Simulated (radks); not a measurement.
All-electron atom: the calcium ion Ca4+ in [Ne] 3s2 3p4 (the NIST ground configuration). Calculated with a radial shooting solver on a logarithmic mesh with Libxc functionals: scalar-relativistic Kohn-Sham, PBE, spin-polarised, spherical densities, finite nucleus; open shells are filled with parallel spins first; Fermi nuclear charge, rms radius 3.4776 fm.

Normalised radial functions P(r) = r R(r), r in bohr:

r,2s down,3s up
0.005656,0.2628,0.0997
0.007132,0.3207,0.1216
0.008995,0.3880,0.1472
0.01143,0.4673,0.1772
0.01442,0.5515,0.2090
0.01819,0.6392,0.2421
0.02293,0.7234,0.2736
0.02892,0.7926,0.2992
0.03677,0.8311,0.3125
0.04637,0.8137,0.3039
0.05848,0.7172,0.2640
0.07375,0.5170,0.1834
0.093,0.1984,0.0568
0.1173,-0.2316,-0.1114
0.1491,-0.7496,-0.3071
0.188,-1.2375,-0.4751
0.2371,-1.6016,-0.5626
0.2991,-1.7395,-0.5085
0.3771,-1.6062,-0.2778
0.4756,-1.2504,0.1079
0.6046,-0.7881,0.5699
0.7625,-0.4017,0.9323
0.9616,-0.1568,1.0765
1.213,-0.0441,0.9577
1.529,-0.0083,0.6624
1.929,-0.0009,0.3497
2.452,-0.0001,0.1307
3.092,0.0000,0.0344
3.9,0.0000,0.0056

2s down: eigenvalue -471.65 eV, 1 radial node at r = 0.104 bohr, <r> = 0.364 bohr, 90 % of the charge inside 0.566 bohr. 3s up: eigenvalue -98.968 eV, 2 radial nodes at r = 0.101, 0.449 bohr, <r> = 1.09 bohr, 90 % of the charge inside 1.62 bohr.
